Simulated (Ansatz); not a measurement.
The cluster Ti₃B₃, relaxed as a doublet with UKS r2SCAN-D4/def2-SVP in Ansatz, starting from the GFN2-xTB geometry. Force threshold 0.02 eV/Å.

The charge 0 doublet is spin-contaminated (final ⟨S²⟩ up to 1.57, 0.75 for a pure state). The relaxation made no stability test and no search for a lower SCF solution. No other spin state of charge 0 was run. Another isomer (quartet) lies 0.44 eV lower at PBE0-D4/def2-TZVP; other spin states weren't run for this one.

Start:

```tsv
atom	x (Å)	y (Å)	z (Å)
Ti1	0.756	-1.504	-1.268
Ti2	2.302	0.166	0.547
Ti3	0.253	-1.615	1.589
B4	-1.693	1.551	-0.459
B5	-0.789	0.485	-0.998
B6	-0.830	0.917	0.588
```

Question: Estimate the energy that the relaxation releases and the steps that it takes.

Answer: 511.1 kJ/mol, in 20 steps; 4.6 min on 4 threads of Arm Neoverse V2 on a shared host. No frequencies were taken in this run, so the end may be a saddle point.

Question: Does the start keep its bonding?

Answer: Bonds lost: B5–B6 (atoms count from 1). Bonds formed: Ti2–B4, Ti2–B5, Ti2–B6, Ti3–B4, Ti3–B5 (atoms count from 1).

Question: Predict the relaxed structure.

Answer: 
```xyz
6

Ti    0.9887   -1.5576   -1.1412
Ti    1.2603    0.6103    0.0366
Ti   -0.5399   -0.9668    0.8922
B    -0.9561    0.9394   -0.0279
B    -0.5190   -0.1744   -1.1102
B    -0.2341    1.1490    1.3504
```
Bond lengths (bridged metal pairs left out): 7 × B–Ti 2.05 to 2.26 Å; 3 × Ti–Ti 2.48 to 2.61 Å; 2 × B–B 1.57 to 1.61 Å.
